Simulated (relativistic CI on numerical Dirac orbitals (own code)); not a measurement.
# Zn²⁺: L-alpha,beta X-ray emission

Computed with this model: Dirac-Coulomb-Breit CI, KLI orbitals optimised for each configuration, model QED (radiative potential, 1s self-energy scaled to tabulated hydrogen-like ionisation energies), valence Slater integrals scaled by 0.9, multiplet model of X-ray emission after core ionisation; configurations [Ar] 3d10 → [He] 2s2 2p5 3s2 3p6 3d10 → [Ar] 3d9; 300 K; Lorentzian 0.84 eV and Gaussian 0.5 eV FWHM. Energies are those of the free ion, without screening or charge transfer. S is read from ⟨S²⟩ = S(S + 1).

Computed curve for free ion, scaled to 100 at the maximum (points under 2 are left out and the grid is thinned):

| Energy (eV) | Intensity |
| --- | --- |
| 1010.6 | 2.0 |
| 1010.9 | 2.4 |
| 1011.2 | 3.0 |
| 1011.5 | 3.8 |
| 1011.7 | 4.5 |
| 1012.0 | 6.0 |
| 1012.3 | 8.5 |
| 1012.6 | 12.8 |
| 1012.9 | 21.3 |
| 1013.2 | 38.5 |
| 1013.5 | 68.9 |
| 1013.8 | 97.6 |
| 1014.0 | 97.2 |
| 1014.3 | 67.0 |
| 1014.6 | 36.3 |
| 1014.9 | 20.0 |
| 1015.2 | 12.3 |
| 1015.5 | 8.2 |
| 1015.8 | 5.9 |
| 1016.1 | 4.4 |
| 1016.3 | 3.7 |
| 1016.6 | 2.9 |
| 1016.9 | 2.4 |
| 1034.7 | 2.0 |
| 1035.0 | 2.7 |
| 1035.3 | 3.6 |
| 1035.6 | 5.2 |
| 1035.9 | 8.1 |
| 1036.1 | 11.5 |
| 1036.4 | 21.2 |
| 1036.7 | 38.5 |
| 1037.0 | 52.0 |
| 1037.3 | 43.5 |
| 1037.6 | 25.2 |
| 1037.9 | 13.4 |
| 1038.2 | 7.8 |
| 1038.4 | 5.8 |
| 1038.7 | 3.9 |
| 1039.0 | 2.9 |
| 1039.3 | 2.2 |

The ground state has S = 0.00, and the centroid lies at 1021.71 eV.
